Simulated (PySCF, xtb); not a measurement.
C2H7ClSSi, SMILES C[Si](C)(S)Cl. The values are those of a single conformer.

Harmonic wavenumbers (cm⁻¹) from GFN2-xTB in xtb 6.7.1 at its own minimum, in rising order: 94, 107, 110, 124, 138, 177, 184, 187, 421, 506, 682, 723, 752, 804, 825, 847, 853, 1373, 1376, 1468, 1470, 1473, 1473, 2463, 3034, 3037, 3041, 3043, 3045, 3048.

Task: What does PBE-D3(BJ)/def2-SVP run with PySCF give at its own minimum? (An estimate is asked for; the answer gives what the named calculation found.)

Result: 102, 143, 155, 167, 172, 201, 209, 219, 442, 527, 650, 672, 711, 720, 773, 812, 836, 1213, 1218, 1369, 1371, 1377, 1385, 2602, 2974, 2975, 3071, 3073, 3092, 3092. Paired by order, the mean absolute difference is 57 cm⁻¹ and the zero-point energies are 52.7 and 51.9 kcal/mol.
